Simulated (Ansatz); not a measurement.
Reaction (silylene formation by 1,1-elimination): `BN[SiH](C)C` → `BN` + `C[Si]C`

Isolated molecules relaxed with PBE0-D4/def2-TZVP in Ansatz; ΔE leaves out vibrations. CBS: MP2 limit from def2 TZ/QZ plus the TZ coupled-cluster correction, frozen cores. This one scheme is used for every species. Functionals use def2-TZVPP. One conformer a species, not always the lowest.

CCSD(T)/CBS gives +2.91 eV.

**Question.** Another level gave +3.06 eV. Which?
A. BHLYP/def2-TZVPP
B. BLYP-D4/def2-TZVPP
C. LC-ωPBE/def2-TZVPP
D. r2SCANh-D4/def2-TZVPP

**Answer.** D. r2SCANh-D4 3.06, LC-ωPBE 3.01, BHLYP 2.86, BLYP-D4 2.69 eV.

Largest T1 diagnostic among the species: 0.012.

From PBE to PBE0 (25 % exact exchange), in def2-TZVPP and without D4, ΔE moves by +0.17 eV. The D4 term adds +0.17 eV with B3LYP and +0.10 eV with PBE0; it sums over pairs of atoms, weighted by their polarisabilities, and B3LYP, whose exchange is more repulsive, gets the larger term. Leaving LDA and LC-ωPBE aside and taking each functional with its dispersion term where it has one, the values, not all of them listed here, spread over 0.41 eV, from BLYP-D4 to r2SCAN0-D4. LDA lies +0.36 eV from PBE without D4.

B3LYP here is the variant with VWN-RPA as its local correlation; programs differ in this.
